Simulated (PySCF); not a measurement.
Cd(F)(Et) (C₂H₅CdF), SMILES [CH2]([Cd][F])C.

The structure is a stationary point at B3LYP-D3(BJ)/def2-SVP. The structure was generated by enumeration; whether it is a known compound was not checked. The def2 effective core potentials stand for the cores of Cd; spin–orbit coupling is left out. One conformer was computed; it need not be the lowest.

The numbers are results of ωB97X/def2-TZVPD (PySCF), not measurements.

Gas-phase values at a fixed geometry.

```json
{
 "total_energy": "-346.90127 hartree",
 "point_group": "Cs",
 "highest_occupied_level": "-10.07 eV",
 "lowest_empty_level": "0.94 eV",
 "orbital_gap": "11.00 eV",
 "dipole_moment": "3.56 D",
 "quadrupole, principal values (traceless, Buckingham form, about the centre of nuclear charge)": "-13.56, 6.53, 7.03 D·Å",
 "mean_static_polarisability": "56.1 bohr³ (8.32 Å³)",
 "polarisability_principal_values": "45.6, 48.6, 74.2 bohr³"
}
```
